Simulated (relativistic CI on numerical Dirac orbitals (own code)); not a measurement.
## d1 to d9 in one tetrahedral field

Computed with a parametric ligand-field model without spin-orbit coupling, by exact diagonalisation: B = 730, C = 3550, 10Dq = -3800 cm⁻¹ (Td; |10Dq|/B = 5.2) for every shell. Energies in cm⁻¹; the field energy is (0.6 n_e − 0.4 n_t2) × 10Dq of the ground term; g labels are left out.

| Shell | Ground term | Electrons in e | Field energy | First spin-allowed bands | Lowest term of other spin |
| --- | --- | --- | --- | --- | --- |
| d1 | 2E | 1.000 | -2280 | 2T2 3800 |  |
| d2 | 3A2 | 2.000 | -4560 | 3T2 3800, 3T1 6581 | 1E 12232 |
| d3 | 4T1 | 1.882 | -2591 | 4T2 3212, 4A2 7012 | 2E 12005 |
| d4 | 5T2 | 2.000 | -1520 | 5E 3800 | 3T1 15037 |
| d5 | 6A1 | 2.000 | 0 | none | 4T1 23183 |
| d6 | 5E | 3.000 | -2280 | 5T2 3800 | 3T1 15396 |
| d7 | ? | ? | ? | ? | ? |
| d8 | 3T1 | 3.882 | -2591 | 3T2 3212, 3A2 7012 | 1T2 11659 |
| d9 | 2T2 | 4.000 | -1520 | 2E 3800 |  |

(1) Fill in the row of d7.

## Answers

(1) Ground term: 4A2; Electrons in e: 4.000; Field energy: -4560; First spin-allowed bands: 4T2 3800, 4T1 6581; Lowest term of other spin: 2E 15191. Every shell keeps the spin of the free ion. Tetrahedral fields of 3d complexes are almost always too weak to pair spins. High-spin d^(n+5) repeats the spin-allowed bands of d^n, since the half-filled shell is spherical.
